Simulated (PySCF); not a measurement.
**Radial density of Ar²⁺ (argon, charge +2)**

UHF, [Ne] 3s2 3p4, high-spin 3P determinant. Computed with PySCF 2.14 in cc-pV(T+d)Z (5s4p3d1f, 39 functions), with the non-relativistic Hamiltonian (point nucleus).

| r (bohr) | 4πr²ρ (e/bohr) | 4πr²(ρα − ρβ) |
| --- | --- | --- |
| 0.00174 | 0.1367 | 0.0000 |
| 0.00292 | 0.3708 | 0.0000 |
| 0.00491 | 0.9762 | 0.0001 |
| 0.00826 | 2.449 | 0.0003 |
| 0.0139 | 5.660 | 0.0008 |
| 0.0234 | 11.41 | 0.0024 |
| 0.0393 | 18.35 | 0.0098 |
| 0.0661 | 20.66 | 0.0429 |
| 0.111 | 15.69 | 0.1571 |
| 0.187 | 16.35 | 0.3480 |
| 0.315 | 20.93 | 0.2630 |
| 0.529 | 9.694 | 0.0161 |
| 0.890 | 4.377 | 1.1000 |
| 1.50 | 4.165 | 1.4012 |
| 2.52 | 0.6413 | 0.2276 |
| 4.24 | 0.01075 | 0.0031 |
